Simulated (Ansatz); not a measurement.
# Two structures, one formula

The two ends of one reaction step of Si$_{2}$H$_{5}$Cl$_{3}$F$_{2}$, singlet (PBE0-D4/def2-TZVP).

A:

Si1  (-1.403, 0.894, -0.492)
Si2  (-0.329, -1.168, -0.754)
Cl3  (-2.487, 1.139, -2.209)
Cl4  (-2.670, 0.857, 1.098)
Cl5  (-0.113, 2.449, -0.305)
H6  (0.735, -0.503, 2.011)
F7  (0.370, -1.619, 0.637)
H8  (2.673, 0.583, 0.520)
F9  (0.790, 0.305, 2.463)
H10  (-1.330, -2.206, -1.091)
H11  (0.732, -1.086, -1.784)
H12  (3.032, 0.355, -0.094)
(Å)

B:

```csv
atom,x (Å),y (Å),z (Å)
Si1,-0.8909,0.7894,-0.6444
Si2,0.1389,-1.1432,-1.4839
Cl3,-1.9346,1.7596,-2.1064
Cl4,-2.1508,0.4668,0.9230
Cl5,0.5287,2.1703,0.0187
H6,0.8235,-0.6114,2.0814
F7,0.7039,-1.3040,1.4621
H8,0.8269,1.4749,2.0293
F9,0.9724,0.9180,2.7703
H10,-0.5181,-2.3336,-0.9007
H11,-0.0890,-1.0995,-2.9522
H12,1.5892,-1.0875,-1.1973
```

Ansatz 0.2.0; basis: def2-TZVPP; cores frozen in the correlated methods. B3LYP uses VWN-RPA correlation.

(1) Which structure is lower at CCSD(T), and by how much? (An estimate is asked for; the value comes from the calculation.)

T1 diagnostic: at most 0.011.

Results:

(1) By the calculation: A, by 69.2 kJ/mol (electronic energy, against the other). By their contacts, A is a complex of Si₂H₂Cl₃F ([F][SiH2][Si]([Cl])([Cl])[Cl]) + HF + H₂ and B is a complex of Si₂H₃Cl₃ ([SiH3][Si]([Cl])([Cl])[Cl]) + HF + HF.

All methods give the same order:

| method | E(B) − E(A) (kJ/mol) |
| --- | --- |
| SPW92 | 36.9 |
| PBE-D4 | 58.0 |
| BLYP-D4 | 70.6 |
| r2SCAN-D4 | 69.8 |
| B97M-V | 72.6 |
| PBE0-D4 | 59.7 |
| B3LYP-D4 | 70.6 |
| r2SCAN0-D4 | 68.0 |
| BHLYP-D4 | 73.7 |
| CAM-B3LYP-D4 | 69.9 |
| wB97X-V | 69.1 |
| wB97M-V | 67.3 |
| B2PLYP | 73.4 |
| PBE-QIDH | 65.7 |
| RPA on PBE | 72.3 |
| HF | 88.4 |
| MP2 | 73.0 |
| CCSD | 71.1 |
| CCSD(T) | 69.2 |

Labels in which every atom is bracketed show which atoms are joined, not bond orders.

For scale, one of the runs: CCSD(T)/def2-TZVPP, 342 basis functions, launched by `ansatz run in.yaml --threads 2 --pin off --events-out ev --progress --plain --max-ram 20480MiB --backend cuda --devices 0, --max-vram 18GiB`. Hardware: 2 CPU threads of an AMD EPYC 7R13 and a share of one NVIDIA H100, shared host. Wall time 15 s; peak host memory 0.82 GiB.
